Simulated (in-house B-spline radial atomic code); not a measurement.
Inner levels of osmium as electrons are removed. A shift is the extra binding of the orbital against the neutral atom ([Xe] 4f14 5d6 6s2). Computed with a B-spline radial code for spherical atoms: non-relativistic Hartree-Fock, average of the configuration, point nuclei.

This level leaves out relativity, spin-orbit splitting included, which matters for heavy ions.

| ion | configuration | shift of 1s (eV) | shift of 3d (eV) | shift of 4p (eV) | radius of 1s (bohr) | radius of 3d (bohr) | radius of 4p (bohr) | Σ<r²> (bohr²) | change of density at nucleus (bohr⁻³) |
| --- | --- | --- | --- | --- | --- | --- | --- | --- | --- |
| Os17+ | [Kr] 4d10 4f12 5s1 | 391.89 | 385.26 | 369.06 | 0.019926 | 0.17779 | 0.47106 | 9.8694 | -24.326 |
| Os18+ | [Kr] 4d10 4f12 | ? | ? | ? | ? | ? | ? | ? | ? |
| Os19+ | [Kr] 4d10 4f11 | 469.91 | 463.23 | 439.78 | 0.019926 | 0.17771 | 0.46799 | 8.3344 | -217.09 |
| Os20+ | [Kr] 4d10 4f10 | ? | ? | ? | ? | ? | ? | ? | ? |
| Os21+ | [Kr] 4d10 4f9 | 567.15 | 563.66 | 526.9 | 0.019926 | 0.17758 | 0.46274 | 7.4852 | -176.44 |
| Os22+ | [Kr] 4d10 4f8 | 618.1 | 616.24 | 571.93 | 0.019927 | 0.1775 | 0.46003 | 7.0987 | -153.88 |
| Os23+ | [Kr] 4d10 4f7 | 670.58 | 670.35 | 617.89 | 0.019927 | 0.17741 | 0.45728 | 6.7342 | -129.84 |
| Os24+ | [Kr] 4d10 4f6 | 724.58 | 725.98 | 664.77 | 0.019927 | 0.17731 | 0.45449 | 6.3897 | -104.33 |
| Os25+ | [Kr] 4d10 4f5 | 780.09 | 783.1 | 712.55 | 0.019927 | 0.1772 | 0.45168 | 6.0634 | -77.346 |
| Os26+ | [Kr] 4d10 4f4 | ? | ? | ? | ? | ? | ? | ? | ? |
| Os27+ | [Kr] 4d10 4f3 | 895.56 | 901.74 | 810.71 | 0.019927 | 0.17695 | 0.446 | 5.4597 | -19.013 |
| Os28+ | [Kr] 4d10 4f2 | 955.52 | 963.22 | 861.06 | 0.019927 | 0.17681 | 0.44314 | 5.1797 | 12.319 |
| Os29+ | [Kr] 4d10 4f1 | 1016.93 | 1026.12 | 912.23 | 0.019927 | 0.17666 | 0.44027 | 4.9129 | 45.097 |
| Os30+ | [Kr] 4d10 | 1079.8 | 1090.43 | 964.23 | 0.019927 | 0.17649 | 0.43741 | 4.6582 | 79.316 |
| Os31+ | [Kr] 4d9 | 1149.07 | 1153.99 | 1013.92 | 0.019927 | 0.17653 | 0.43494 | 4.394 | 124.79 |
| Os32+ | [Kr] 4d8 | 1219.52 | 1218.47 | 1064.16 | 0.019927 | 0.17632 | 0.4325 | 4.1375 | 171.47 |
| Os33+ | [Kr] 4d7 | 1291.15 | 1283.86 | 1114.95 | 0.019927 | 0.17611 | 0.43008 | 3.8883 | 219.35 |
| Os34+ | [Kr] 4d6 | 1363.96 | 1350.16 | 1166.28 | 0.019927 | 0.17589 | 0.42768 | 3.6462 | 268.42 |

**Question.** Fill in the row of Os18+.

**Answer.** shift of 1s (eV): 423.67; shift of 3d (eV): 415.44; shift of 4p (eV): 397.75; radius of 1s (bohr): 0.019926; radius of 3d (bohr): 0.17777; radius of 4p (bohr): 0.47051; Σ<r²> (bohr²): 8.8032; change of density at nucleus (bohr⁻³): -235.15.

**Question.** Fill in the row of Os20+.

**Answer.** shift of 1s (eV): 517.75; shift of 3d (eV): 512.65; shift of 4p (eV): 482.84; radius of 1s (bohr): 0.019926; radius of 3d (bohr): 0.17765; radius of 4p (bohr): 0.46539; Σ<r²> (bohr²): 7.8962; change of density at nucleus (bohr⁻³): -197.52.

**Question.** Fill in the row of Os26+.

**Answer.** shift of 1s (eV): 837.09; shift of 3d (eV): 841.69; shift of 4p (eV): 761.2; radius of 1s (bohr): 0.019927; radius of 3d (bohr): 0.17708; radius of 4p (bohr): 0.44885; Σ<r²> (bohr²): 5.7539; change of density at nucleus (bohr⁻³): -48.917.
